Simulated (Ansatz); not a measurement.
Reaction (formal exchange of groups at a B–N bond): `NB[SiH2]O` + `[ZnH2]` → `O[SiH2][BH][ZnH]` + NH₃

Program: Ansatz. Geometries: PBE0-D4/def2-TZVP. ΔE: electronic, gas phase. CCSD(T)/CBS adds triple-zeta CCSD(T) − MP2 to the extrapolated MP2 energy (def2 sets, frozen cores). This one scheme is used for every species. DFT in def2-TZVPP. For Zn outer-core shells are correlated without core-valence functions, which leaves a few kJ/mol of doubt a bond. Scalar relativity is left out up to krypton. One conformer a species, not always the lowest.

| level | ΔE (kJ/mol) |
| --- | --- |
| ωB97M-V | 154.8 |
| B2PLYP | 155.8 |
| r2SCAN | 154.0 |
| SCS-MP2/def2-TZVPP | 153.6 |
| HF/def2-QZVPP | 153.0 |
| SCS-MP2/def2-QZVPP | 151.1 |
| HF/CBS(def2) | 153.0 |
| CCSD/CBS(def2) | 144.3 |

Question: What does CCSD(T)/CBS give? (Estimate.)

Answer: The calculation gave: +145.3 kJ/mol. The listed levels differ from it by 9.5, 10.5, 8.7, 8.3, 7.7, 5.8, 7.7, -1.0 kJ/mol.

Largest T1 diagnostic among the species: 0.016.
